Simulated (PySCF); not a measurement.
A species of formula C7H16N2 has this rotational fingerprint, computed with PBE0-D3(BJ)/def2-SVP geometry optimisation, gas phase (PySCF 2.14.0):

| Quantity | Value |
| --- | --- |
| Rotational constants | A = 3330, B = 758.5, C = 708.0 MHz |
| Dipole components | \|μa\| = 0.79 D, \|μb\| = 0.62 D, \|μc\| = 0.41 D |
| Inertial defect | -104.22 u·Å² |
| κ | -0.96 |

Question: Which structure is it? (One computed conformer of each.)
A. `[NH2:1][CH2:2][CH2:3][CH2:4][NH:5][CH:6]1[CH2:7][CH2:8][CH2:9]1` with H–N1–C2–C3 -61° and -179°, N1–C2–C3–C4 72°, C2–C3–C4–N5 -62°, C3–C4–N5–C6 -179°, C4–N5–C6–C7 -179°, N5–C6–C7–C8 140°, C6–C7–C8–C9 -19°, C7–C8–C9–C6 19°
B. `[H]/[N:6]=[CH:5]/[C@@H:4]([CH2:3][CH2:2][CH3:1])[N:7]([CH3:8])[CH3:9]` with C1–C2–C3–C4 56°, C2–C3–C4–C5 177°, C3–C4–C5–N6 126°, C3–C4–N7–C8 64°

Answer: A. It is NCCCNC1CCC1, a near-prolate asymmetric top, point group C1. The candidates at the same level (rigid rotor, commonest isotopes):

```json
{"SMILES": "NCCCNC1CCC1", "A (MHz)": "3330", "B (MHz)": "758.5", "C (MHz)": "708.0", "μa (D)": "0.79", "μb (D)": "0.62", "μc (D)": "0.41", "Δ (u·Å²)": "-104.22", "point group": "C1", "rotor": "near-prolate asymmetric top"}
{"SMILES": "[H]/N=C/[C@@H](CCC)N(C)C", "A (MHz)": "1872", "B (MHz)": "1167", "C (MHz)": "961.9", "μa (D)": "0.30", "μb (D)": "0.55", "μc (D)": "1.76", "Δ (u·Å²)": "-177.46", "point group": "C1", "rotor": "asymmetric top"}
```

`[H]/N=C/[C@@H](CCC)N(C)C` has B 54 % too high. No structure here is proved a minimum.
